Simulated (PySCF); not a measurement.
Multinuclear NMR of C6H14N2Si

Bonds (- single, = double, # triple, : aromatic): C1=C2, C2-C3, C2-C4, C4-C5, C5-C6, C6-Si7, Si7-N8, Si7-N9, Si7-C4. C1 carries H10, H11; C3 carries H12, H13, H14; C4 carries H15; C5 carries H16, H17; C6 carries H18, H19; N8 carries H20, H21; N9 carries H22, H23. Stereochemistry as in C=C(C)[C@@H]1CC[Si]1(N)N. H16, H18 are cis to C2 on the ring; H10 is cis to C3; H17, H19 are trans to C2 on the ring; H11 is trans to C3.

PySCF calculation with geometry from GFN2-xTB and σ from GIAO-PBE0/pcSseg-1; relativity neglected, averaged over atoms made equivalent by symmetry, fast rotation or ring inversion, gas phase, one computed conformer.

Task: Predict the ²⁹Si NMR data.

Result: 
```tsv
atoms	environment	σ (ppm)	δ (ppm)
Si7	silicon bonded to 2 C, 2 N, in a 4-membered ring	351.6	-9.1
```

Shieldings were converted by a linear fit to measured shifts: ²⁹Si (scatter 8.9 ppm rms, 25.8 ppm with the 6 outliers that the fit left out vs TMS, solution or neat liquid). A few per cent of atoms miss by over 2 rms, more outside the fitted compound classes.

On a 500 MHz spectrometer ²⁹Si resonates near 99.3 MHz, so 1 ppm is 99.3 Hz.

Task: What are the ¹⁵N shifts?

Result: 
```
atoms                 environment  σ (ppm)  δ (ppm)
   N8  nitrogen bonded to Si, 2 H    240.9   -370.1
   N9  nitrogen bonded to Si, 2 H    242.3   -371.3
```

Shieldings were converted by a linear fit to measured shifts: ¹⁵N (scatter 6.3 ppm rms vs CH3NO2, solution or neat liquid). A few per cent of atoms miss by over 2 rms, more outside the fitted compound classes.

On a 400 MHz spectrometer ¹⁵N resonates near 40.5 MHz, so 1 ppm is 40.5 Hz.
